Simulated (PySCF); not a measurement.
C₂H₁₀GeSSi.
Z-matrix (Å and degrees, PBE0-D3(BJ)/def2-SVP geometry), rows numbered from 1:
```
C 
S   1  1.8211
Si  2  2.1446  1  100.23
C   3  1.8706  2  107.27  1  -177.60
Ge  4  1.9607  3  114.70  2  -176.87
H   1  1.0994  2  111.49  3   -62.39
H   1  1.0995  2  111.44  3    60.55
H   1  1.0984  2  106.81  3   179.05
H   3  1.4978  2  110.36  1    61.49
H   3  1.4978  2  110.09  1   -56.73
H   4  1.1025  3  109.01  2    61.76
H   4  1.1023  3  109.03  2   -55.17
H   5  1.5405  4  110.06  3    56.32
H   5  1.5405  4  109.87  3   176.45
H   5  1.5406  4  109.82  3   -63.55
```

Method: PySCF, PBE0-D3(BJ)/def2-SVP geometry optimisation, gas phase.

Masses are those of the commonest isotopes; rigid-rotor values at the optimised geometry. The values belong to one conformer with, in the numbering `[CH3:1][S:2][SiH2:3][CH2:4][GeH3:5]`, C1–S2–Si3–C4 -178°, S2–Si3–C4–Ge5 -177°.

Question: Give the principal moments of inertia and the rotational constants in MHz.

Answer: Ia = 56.34, Ib = 928.56, Ic = 966.13 u·Å²; 505379 MHz·u·Å²/I gives A = 8970, B = 544.3, C = 523.1 MHz.

Question: What kind of rotor is it?

Answer: A near-prolate asymmetric top. Ray's parameter κ = (2B − A − C)/(A − C) = -0.995; −1 is the prolate and +1 the oblate limit.

Question: What does the inertial defect say?

Answer: Not planar: Δ = Ic − Ia − Ib = -18.77 u·Å². For a rigid frame Δ = −2 Σ m c², so Σ m c² = 9.39 u·Å² lies off the ab plane: 9.33 from hydrogen and 0.06 from heavier atoms. The atom farthest from that plane is 1.26 Å away.

Question: Give the other two planar moments, Paa and Pbb, and the rms extents of the mass along the axes.

Answer: Paa = Σ m a² = (Ib + Ic − Ia)/2 = 919.18 and Pbb = Σ m b² = (Ia + Ic − Ib)/2 = 46.95 u·Å². With the mass M = 167.95 u, the rms extents √(P/M) along a, b and c are 2.34, 0.53, 0.24 Å.

Question: Give the coordinates in the principal-axis frame, origin at the centre of mass.

Answer: The sense of each axis is arbitrary; atoms in the order of the calculation.
```tsv
atom	mass (u)	a (Å)	b (Å)	c (Å)
C1	12.000	-4.007	0.715	-0.009
S2	31.972	-2.793	-0.642	0.021
Si3	27.977	-0.966	0.482	-0.009
C4	12.000	0.442	-0.749	-0.057
Ge5	73.921	2.231	0.051	0.007
H6	1.008	-3.921	1.352	0.882
H7	1.008	-3.902	1.328	-0.915
H8	1.008	-5.002	0.250	-0.014
H9	1.008	-0.871	1.355	1.204
H10	1.008	-0.935	1.380	-1.207
H11	1.008	0.366	-1.346	-0.981
H12	1.008	0.341	-1.443	0.793
H13	1.008	2.371	0.934	1.262
H14	1.008	3.299	-1.059	0.052
H15	1.008	2.460	0.921	-1.243
```

Question: Predict some low-J microwave lines.

Answer: The dipole components are |μa| = 0.25 D, |μb| = 0.60 D, |μc| = 0.07 D. The squared components, which scale the intensities, stand as 0.17 : 1.00 : 0.01 (a : b : c). Some lines, for components of 0.1 D or more:

| type | branch | J(Ka,Kc) | MHz | lower level (cm⁻¹) |
| --- | --- | --- | --- | --- |
| a | R | 1(0,1) ← 0(0,0) | 1067 | 0.000 |
| a | R | 2(1,2) ← 1(1,1) | 2114 | 0.317 |
| a | R | 2(0,2) ← 1(0,1) | 2135 | 0.036 |
| a | R | 2(1,1) ← 1(1,0) | 2156 | 0.317 |
| b | Q | 1(1,0) ← 1(0,1) | 8447 | 0.036 |
| b | Q | 2(1,1) ← 2(0,2) | 8468 | 0.107 |
| b | R | 1(1,1) ← 0(0,0) | 9493 | 0.000 |
| b | R | 2(1,2) ← 1(0,1) | 10539 | 0.036 |
| b | Q | 2(2,0) ← 2(1,1) | 25278 | 0.389 |
| b | Q | 2(2,1) ← 2(1,2) | 25341 | 0.387 |
| b | R | 2(2,1) ← 1(1,0) | 27434 | 0.317 |
| b | R | 2(2,0) ← 1(1,1) | 27455 | 0.317 |

No PBE0-D3(BJ)/def2-SVP frequencies stand behind this structure, so it isn't proved a minimum. Zero-point vibration and centrifugal distortion are left out. A rigid rotor knows nothing of internal rotation, which can split or shift real lines.

The run took 2.1 min on one thread of an Arm Neoverse N1, shared host with 64 logical CPUs at a one-minute load of 61, and the process peaked at 0.56 GiB of memory. This is the geometry optimisation.
